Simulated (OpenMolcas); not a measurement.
**Os5+ in a point-charge field**

Os5+ among 6 point charges of -1.36 e arranged as an octahedron (Oh), 2.19 Å from the ion.
```
   2.1900    0.0000    0.0000  -1.36
   0.0000    2.1900    0.0000  -1.36
  -2.1900    0.0000    0.0000  -1.36
   0.0000   -2.1900    0.0000  -1.36
   0.0000    0.0000    2.1900  -1.36
   0.0000    0.0000   -2.1900  -1.36
```

```
Program             : OpenMolcas 26.06
Method              : CASSCF
Basis               : ANO-RCC-VDZP [7s6p4d2f1g]
Scalar Hamiltonian  : DKH2, point nucleus
Active space        : 3 electrons in 5 orbitals (5d)
State averaging     : 2S+1 = 4 even, 10 roots; 2S+1 = 2 even, 40 roots
Spin-orbit coupling : state interaction with AMFI integrals over the reference wave functions
```

The lowest spin-free states (labels of O, the rotations of Oh), above the lowest:

```json
{"State": "4A2", "Degeneracy": "1", "E (cm-1)": "0.0", "Free-ion L (%)": "F (100)"}
{"State": "4T2", "Degeneracy": "3", "E (cm-1)": "4212", "Free-ion L (%)": "F (100)"}
{"State": "4T1", "Degeneracy": "3", "E (cm-1)": "7346", "Free-ion L (%)": "F (98)"}
{"State": "2E", "Degeneracy": "2", "E (cm-1)": "16556", "Free-ion L (%)": "G (77)"}
{"State": "2T1", "Degeneracy": "3", "E (cm-1)": "17164", "Free-ion L (%)": "G (70)"}
{"State": "4T1", "Degeneracy": "3", "E (cm-1)": "18849", "Free-ion L (%)": "P (98)"}
{"State": "2A1", "Degeneracy": "1", "E (cm-1)": "18897", "Free-ion L (%)": "G (100)"}
{"State": "2T2", "Degeneracy": "3", "E (cm-1)": "19896", "Free-ion L (%)": "G (87)"}
{"State": "2T2", "Degeneracy": "3", "E (cm-1)": "22343", "Free-ion L (%)": "H (77)"}
{"State": "2T1", "Degeneracy": "3", "E (cm-1)": "22487", "Free-ion L (%)": "H (52)"}
{"State": "2E", "Degeneracy": "2", "E (cm-1)": "24260", "Free-ion L (%)": "H (56)"}
{"State": "2T1", "Degeneracy": "3", "E (cm-1)": "25535", "Free-ion L (%)": "P (52)"}
{"State": "2T1", "Degeneracy": "3", "E (cm-1)": "26643", "Free-ion L (%)": "H (83)"}
{"State": "2T2", "Degeneracy": "3", "E (cm-1)": "27830", "Free-ion L (%)": "D (70)"}
{"State": "2E", "Degeneracy": "2", "E (cm-1)": "30412", "Free-ion L (%)": "D (49)"}
{"State": "2A2", "Degeneracy": "1", "E (cm-1)": "36867", "Free-ion L (%)": "F (100)"}
{"State": "2T2", "Degeneracy": "3", "E (cm-1)": "37367", "Free-ion L (%)": "F (97)"}
{"State": "2T1", "Degeneracy": "3", "E (cm-1)": "38775", "Free-ion L (%)": "F (96)"}
{"State": "2E", "Degeneracy": "2", "E (cm-1)": "56796", "Free-ion L (%)": "D (99)"}
{"State": "2T2", "Degeneracy": "3", "E (cm-1)": "57930", "Free-ion L (%)": "D (98)"}
```

The lowest levels with spin-orbit coupling:

```tsv
E (cm-1)	Degeneracy	Label	2S+1	g
0.0	4	Γ8	4 (85 %)	
7047	4	Γ8	4	
8530	2	Γ7	4	0.91 0.91 0.91
12914	2	Γ6	4 (85 %)	2.89 2.89 2.89
12941	4	Γ8	4 (87 %)	
14170	2	Γ7	4 (86 %)	2.82 2.82 2.82
15903	4	Γ8	4 (53 %)	
16739	4	Γ8	4 (55 %)	
18347	2	Γ6	4 (58 %)	4.33 4.33 4.33
19515	4	Γ8	4 (55 %)	
20511	2	Γ6	4 (58 %)	2.03 2.03 2.03
25447	4	Γ8	2 (64 %)	
26056	2	Γ6	2 (75 %)	1.50 1.50 1.50
27372	4	Γ8	2 (60 %)	
27850	2	Γ7	2 (87 %)	2.64 2.64 2.64
28379	4	Γ8	2 (76 %)	
28983	2	Γ6	2 (68 %)	3.29 3.29 3.29
29434	2	Γ7	4 (86 %)	2.58 2.58 2.58
29595	4	Γ8	4 (85 %)	
34341	4	Γ8	2 (62 %)
```

Powder χT (cm3 K/mol): 0.0951 at 2 K, 0.0957 at 10 K, 0.0988 at 50 K, 0.103 at 100 K, 0.11 at 200 K, 0.118 at 300 K. The effective moment at 300 K is 2.828 √(χT) = 0.97 μB.

A least-squares ligand-field fit to the states below 45000 cm-1, each weighted by its degeneracy and with a free common offset, gives 10Dq = 4334 cm-1, B = 897 cm-1 and C = 3721 cm-1 (C/B = 4.15), with an rms deviation of 49 cm-1.

Spin-orbit coupling mixes the spin-free states strongly: the lowest level takes only 37 % from its leading state, 4T2, which lies 4212 cm-1 above the lowest spin-free state. Without dynamic correlation the repulsion within the d shell is too large (B by tens of per cent), so at a given field states of lower spin stand too high. This field is weak: 10Dq is about 4334 cm-1, while octahedral complexes of 5d ions of charge 3 and more, computed by the same method with explicit ligands, had a median near 35000 cm-1. Ground spin and moment need not be those of a real site. Point charges carry no covalency, so the field is a model and not that of real ligands. No measured value stands beside these numbers.

The RASSCF and RASSI steps took 16 s on 1 thread of Arm Neoverse N1, on a shared host; the integral step is not counted.
